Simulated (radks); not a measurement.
Results of a calculation; reference values are marked as such.
Question: The lead ion Pb13+ is in [Xe] 4f14 5d(3/2: 1, 5/2: 0). Code: a radial shooting solver on a logarithmic mesh with Libxc functionals. Model: Dirac Kohn-Sham, PBE, spin-unpolarised, spherical densities, finite nucleus; Fermi nuclear charge, rms radius of each element as measured or else 0.836 A^(1/3) + 0.57 fm. Sub-shells are occupied by j as written (lower j first in brackets). One electron is removed from 5d3/2, 5p1/2, 5p3/2, 4f7/2 in turn, with full relaxation. Which removal costs least, and what does each cost?

Answer: 5d3/2 246.43 eV; 5p3/2 314.62 eV; 5p1/2 342.07 eV; 4f7/2 392.06 eV. The 5d3/2 electron leaves first.
